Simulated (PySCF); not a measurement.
Spinor energies of Ir⁻ (iridium, charge -1)

Start: [Xe] 4f14 5d8 6s2; 5d3/2 filled at m_j = -3/2, -1/2, +1/2, +3/2; 5d5/2 filled at m_j = -1/2, +1/2, +3/2, +5/2. Calculated with PySCF 2.14 in x2c-TZVPall-2c with one added diffuse shell each of s, p, d type (12s12p11d2f, 117 functions): generalised Hartree-Fock with the X2C-1e Hamiltonian and a Gaussian nucleus; one run each with spin-orbit coupling (SO) switched off, then screened by Boettger's factors.

| spinor shell | electrons | ε, spin-free (eV) | ε, screened SO (eV) | weight of nominal j (screened SO) | rms radius, screened SO (bohr) |
| --- | --- | --- | --- | --- | --- |
| 1s1/2 | 2 | -76526.2 | -76499.2 | 1.000 | 0.0197 |
| 2s1/2 | 2 | -13528.1 | -13519.6 | 1.000 | 0.0795 |
| 2p1/2 | 2 | -11759.7 | -12928.0 | 1.000 | 0.0675 |
| 2p3/2 | 4 | -11759.7 | -11294.7 | 1.000 | 0.0752 |
| 3s1/2 | 2 | -3223.6 | -3220.7 | 1.000 | 0.203 |
| 3p1/2 | 2 | -2698.0 | -2956.3 | 1.000 | 0.195 |
| 3p3/2 | 4 | -2698.0 | -2593.1 | 1.000 | 0.210 |
| 3d3/2 | 4 | -2111.3 | -2156.7 | 1.000 | 0.185 |
| 3d5/2 | 6 | -2111.3 | -2078.6 | 1.000 | 0.189 |
| 4s1/2 | 2 | -715.91 | -714.92 | 1.000 | 0.450 |
| 4p1/2 | 2 | -540.52 | -602.23 | 1.000 | 0.456 |
| 4p3/2 | 4 | -540.52 | -515.14 | 1.000 | 0.490 |
| 4d3/2 | 4 | -320.50 | -330.12 | 1.000 | 0.507 |
| 4d5/2 | 6 | -320.50 | -313.25 | 1.000 | 0.519 |
| 5s1/2 | 2 | -106.72 | -106.51 | 1.000 | 1.06 |
| 4f5/2 | 6 | -73.878 | -75.232 | 0.998 | 0.586 |
| 4f7/2 | 8 | -73.878 | -72.012 | 0.999 | 0.587 |
| 5p1/2 | 2 | -58.749 | -69.631 | 0.995 | 1.16 |
| 5p3/2 | 4 | -58.749 | -54.163 | 0.997 | 1.26 |
| 5d3/2 | 4 | -4.528 | -5.459 | 0.844 | 1.90 |
| 5d5/2 | 4 | -4.528 | -3.699 | 0.868 | 2.03 |
| 6s1/2 | 2 | -1.237 | -1.242 | 0.996 | 4.66 |

```json
{"quantity": "E (hartree)", "spin-free": "-17814.21646", "screened SO": "-17839.01595"}
{"quantity": "M_J", "spin-free": "4", "screened SO": "4"}
{"quantity": "⟨J²⟩", "spin-free": "20.106", "screened SO": "20.110"}
{"quantity": "⟨L²⟩", "spin-free": "12.010", "screened SO": "12.371"}
{"quantity": "⟨S²⟩", "spin-free": "2.096", "screened SO": "2.205"}
```

Each row is a mean over spinors that exchange with the open shell spreads, by up to 5.824 eV (5p3/2).

Rows whose weight is well below 1 are mixtures of j = l ± 1/2: exchange outweighs spin-orbit coupling there, and the label is only the starting occupation.

⟨J²⟩ departs a little from M_J(M_J + 1) because the unrestricted spinors polarise the closed shells.

Breit and QED terms are absent; they matter most for the inner s and p1/2 levels.

Densities and radii are taken from the X2C orbitals without a picture-change correction, which distorts them close to the nucleus.

Without spin-orbit coupling the j labels of p, d and f shells carry no meaning; the spin-free column gives the mean over the occupied spinors of each nl shell.
